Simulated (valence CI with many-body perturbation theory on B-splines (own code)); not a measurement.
The numbers below are computed, except where a source is named.
Ba⁵¹⁺ in three bases

Method: configuration interaction combined with many-body perturbation theory (CI+MBPT): three valence electrons over a frozen Dirac-Fock core [He], radial functions for each j: 9 s, 9 p, 8 d, 6 f, 3 g, 1 h, with the one-electron correlation potential Σ1, the two-electron term Σ2, the three-electron term Σ3, Breit, model QED; selected CI, second order for the rest, scaled by the run's own slope (own B-spline code, finite nucleus).

No measured spectrum was set against this ion. As an estimate, large intervals hold to a few tenths of a per cent, small ones and those within an open d or f shell to about a per cent.

The reference run has the lowest level (2s^2 2p1/2) J=1/2 and an ionisation energy of 10018.0 eV. Its largest variational space holds 9411 state functions.

Levels are named by their leading jj configuration (3d3/2^4 stands for four electrons in 3d with j = 3/2), which in mixed levels can hold well under half, so a name can repeat and another be missing. Letters in brackets count levels of one name in rising energy.

Changed runs:
A. basis 6 s, 6 p, 5 d, 3 f, 1 g
B. basis 5 s, 5 p, 4 d, 2 f

Excitation energies of the reference run in cm⁻¹, and shifts in cm⁻¹:

```csv
Level,Reference,A,B
(2s 2p1/2^2) J=1/2,1393240,-90,-172
(2s^2 2p3/2) J=3/2,3391230,+4.1,-41
(2s 2p1/2 2p3/2) J=3/2 [a],4362660,-176,-546
(2s 2p1/2 2p3/2) J=5/2,4627650,+19,-62
(2s 2p1/2 2p3/2) J=1/2,5046950,+23,+104
(2s 2p1/2 2p3/2) J=3/2 [b],5049130,+95,+290
(2p1/2^2 2p3/2) J=3/2,6533260,-46,+3.7
(2s 2p3/2^2) J=5/2,7899830,-55,-257
(2s 2p3/2^2) J=1/2,8521210,+13,+187
(2s 2p3/2^2) J=3/2,8529430,+79,+243
(2p1/2 2p3/2^2) J=3/2,9654940,-110,-312
(2p1/2 2p3/2^2) J=5/2,9817690,+74,+176
Ionisation energy (eV),10018.0,-0.0084,-0.06
```
